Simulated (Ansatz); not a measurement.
C2H8AlClN2 (SMILES C[NH][Al]([Cl])[NH]C), singlet, geometry from GFN2-xTB (such geometries of metal compounds can be far from the true shape), atoms displaced at random by about 0.03 Å a coordinate; PBE0/STO-3G, gradient in Ansatz (an electronic-structure program).

Here is a job for Ansatz.
Ansatz 0.2 input:
```yaml
crystal:
  periodic: [false, false, false]
  atoms:
    - {symbol: Al, position_ang: [0.09359481, 0.07272663, 0.11423141]}
    - {symbol: Cl, position_ang: [0.56915735, 1.82408134, 1.00331455]}
    - {symbol: N, position_ang: [-1.06074495, -0.05120300, -1.25136857]}
    - {symbol: C, position_ang: [-1.82226564, 0.86239989, -1.98880357]}
    - {symbol: H, position_ang: [-1.22690454, -1.06702014, -1.59980196]}
    - {symbol: H, position_ang: [-2.85186415, 0.68526156, -1.87486969]}
    - {symbol: H, position_ang: [-1.56476722, 0.91110837, -3.00580317]}
    - {symbol: H, position_ang: [-1.56515678, 1.92279126, -1.47454573]}
    - {symbol: N, position_ang: [0.92967112, -1.43223214, 0.74726983]}
    - {symbol: C, position_ang: [0.86745536, -2.86357580, 0.41204326]}
    - {symbol: H, position_ang: [1.56268021, -1.34365930, 1.51350929]}
    - {symbol: H, position_ang: [0.44176352, -3.50508442, 1.19403434]}
    - {symbol: H, position_ang: [1.70167142, -3.27982317, 0.01957616]}
    - {symbol: H, position_ang: [0.13873730, -2.86675919, -0.46499883]}
basis:
  gaussian:
    orbitals: STO-3G
hamiltonian:
  xc: pbe0
output: {forces: true}
```

The log (banner, timings and long lists left out):

```
Functional definition: PBE0
586 factors; integrals over basis functions are off by at most 3.7e-5 eV
mean field evaluation 1: about -24010.4155 eV, gradient 3.2e1 eV
mean field evaluation 2: about -24010.0030 eV, gradient 3.6e1 eV
mean field evaluation 4: about -24013.8229 eV, gradient 5.4e-1 eV
mean field evaluation 8: about -24013.7866 eV, gradient 2.1e-2 eV
mean field -24013.78657104 eV, -882.4903793566 hartree, gradient 1.6e-5 eV, S^2 0.000000; 0 other end points of the search recorded, 0 dependent functions left out
the calculation of the forces begins
reference -24013.78659311 eV, -882.4903801676 hartree; 32, 32 occupied and 14, 14 virtual orbitals, 586 factors
Total energy: -24013.78659311 eV, -882.4903801676 hartree
Atom 0 at     0.093595     0.072727     0.114231 Å, force    -0.336213    -3.790056    -1.257669 eV/Å
Atom 1 at     0.569157     1.824081     1.003315 Å, force     0.261048     1.179000     0.537244 eV/Å
Atom 2 at    -1.060745    -0.051203    -1.251369 Å, force     2.867649    -4.831384     2.328448 eV/Å
Atom 3 at    -1.822266     0.862400    -1.988804 Å, force     1.503889     5.214432     3.200974 eV/Å
Atom 4 at    -1.226905    -1.067020    -1.599802 Å, force     0.333285     1.908896     0.657639 eV/Å
Atom 5 at    -2.851864     0.685262    -1.874870 Å, force    -2.694544    -0.112147    -0.069664 eV/Å
Atom 6 at    -1.564767     0.911108    -3.005803 Å, force     0.466465     0.274509    -2.633541 eV/Å
Atom 7 at    -1.565157     1.922791    -1.474546 Å, force    -1.132825    -2.454256    -1.883826 eV/Å
Atom 8 at     0.929671    -1.432232     0.747270 Å, force    -1.517181     1.594939    -1.541651 eV/Å
Atom 9 at     0.867455    -2.863576     0.412043 Å, force    -6.230007     2.940278    -1.292789 eV/Å
Atom 10 at     1.562680    -1.343659     1.513509 Å, force     1.380674     0.754148     1.754703 eV/Å
Atom 11 at     0.441764    -3.505084     1.194034 Å, force     0.049392    -0.155781     0.346704 eV/Å
Atom 12 at     1.701671    -3.279823     0.019576 Å, force     4.415354    -1.782935    -1.276747 eV/Å
Atom 13 at     0.138737    -2.866759    -0.464999 Å, force     0.633014    -0.739644     1.130176 eV/Å
Dipole moment:    -0.137448    -0.506375    -0.234785 e Å
```
